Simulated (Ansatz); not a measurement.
A calculation with Ansatz (development build ahead of 0.2.0).

```yaml
crystal:
  periodic: [false, false, false]
  atoms:
    - { symbol: Cr, position_ang: [0.03943, -0.01133, -0.03789] }
    - { symbol: H, position_ang: [0.04819, -0.01109, 1.58807] }
basis:
  gaussian: { orbitals: aug-cc-pVDZ }
magnetization:
  spin_polarized: true
  initial_magnetization: 5
hamiltonian:
  xc: hf
correlation:
  method: mp2
  frozen_orbitals: { Cr: 5, H: 0 }
```

The input is written out in the form of the current development build from the run's settings.

The run gave:

| Property | Result |
| --- | --- |
| Converged | yes |
| Reference energy | -1043.89145 hartree |
| Correlation energy | -0.28863 hartree |
| Total energy | -1044.18009 hartree |
| Spin squared of the determinant | 8.786 |
